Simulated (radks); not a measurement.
Values are calculated unless marked as measured or tabulated.
Question: F+, 8 electrons, occupied as [He] 2s2 2p4. Level of theory: non-relativistic Kohn-Sham, LDA (Slater exchange, Perdew-Wang correlation), spin-polarised, spherical densities, point nucleus; open shells are filled with parallel spins first (a radial shooting solver on a logarithmic mesh with Libxc functionals). Some entries of the table are withheld. Estimate them.

orbital  occ.  eigenvalue (eV)  r(max) (bohr)
1s up       1        -679.4063            (1)
1s down     1        -677.5166            (2)
2s up       1         -48.5004         0.7524
2s down     1         -44.7528         0.7610
2p up       3              (3)         0.6718
2p down     1              (4)         0.6881

Answer: 
(1) 1s up r(max) (bohr): 0.1152
(2) 1s down r(max) (bohr): 0.1151
(3) 2p up eigenvalue (eV): -30.0190
(4) 2p down eigenvalue (eV): -26.1912
